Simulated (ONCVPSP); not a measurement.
## Potentials for Ni (Z = 28) compared

Generated with ld1.x 7.5 (TM, RRKJ, ultrasoft, PAW), atompaw 4.2 or ONCVPSP 4.0.1. The cutoff is in Ry: for ld1.x and atompaw files where the sum of valence levels is converged to 10 mRy in a Bessel basis, for ONCV files where the hardest occupied wave has 1 mHa per electron of residual kinetic energy. The error is the largest all-electron minus pseudo excitation energy over each file’s own four to seven test configurations (ionisations up to +4, promotions, holes and added fractions of an electron), all of which were solved. The labels leave out finer settings (local radius, basis sizes, second energies), which also bear on the numbers. Spin-polarised tests are not counted. The rows are a selection from randomly drawn settings: files with unsolved tests, undetermined cutoffs or missed reference levels are left out.

A true bound ghost makes a file unfit for plane-wave use even where its test errors are small: the radial tests pick states by their node count and pass the ghost by.

```csv
potential,cutoff (Ry),largest error (meV),bound ghosts
"ONCV, PBE, scalar-relativistic, rc 1.15/0.95/1.45 (spd), local smoothed, core correction yes, reference 3s2 3p6 3d8 4s2, qcut 9.7/17.4/11.6, projectors 2/1/1",142,+36,none
"ONCV, PBE, scalar-relativistic, rc 1.00/0.90/1.30 (spd), local smoothed, core correction yes, reference 3s2 3p6 3d8 4s2, qcut 13/12.9/14.4, projectors 3/2/1",140,-13,none
"ONCV, PBE, fully relativistic, rc 1.00/0.75/1.30 (spd), local smoothed, core correction yes, reference 3s2 3p6 3d8 4s2, qcut 9.5/9.3/13.7, projectors 3/2/3",228,+8.2,none
"ONCV, LDA (Perdew-Wang 92), scalar-relativistic, rc 1.40/0.80/1.55 (spd), local smoothed, core correction yes, reference 3s2 3p6 3d8 4s2, qcut 9.5/12.2/11.1, projectors 2/1/3",92,+24,none
"ONCV, PBEsol, scalar-relativistic, rc 1.20/1.15/1.00 (spd), local d, core correction yes, reference 3s2 3p6 3d8 4s2, qcut 12.6/9.6/16, projectors 2/2/0",194,-18,none
"ONCV, PBE, scalar-relativistic, rc 2.15/1.15/1.15 (spd), local d, core correction yes, reference 3p6 3d8 4s1, qcut 3.5/9.6/15.2, projectors 2/2/0",162,-17,s
"ONCV, PBE, scalar-relativistic, rc 1.20/0.85/1.40/1.35 (spdf), local smoothed, core correction yes, reference 3s2 3p6 3d8 4s2, qcut 13/10.6/11.8/8.3, projectors 2/3/3/2",105,+9.9,none
```

(1) Fill in the row for Ni: ONCV, LDA (Perdew-Zunger), scalar-relativistic, rc 1.50/0.90/1.20 (spd), local smoothed, core correction yes, reference 3s2 3p6 3d8 4s1, qcut 10/15.8/11.6, projectors 3/3/2.

## Answers

(1) cutoff 143 Ry, largest error +9.0 meV, bound ghosts: none.
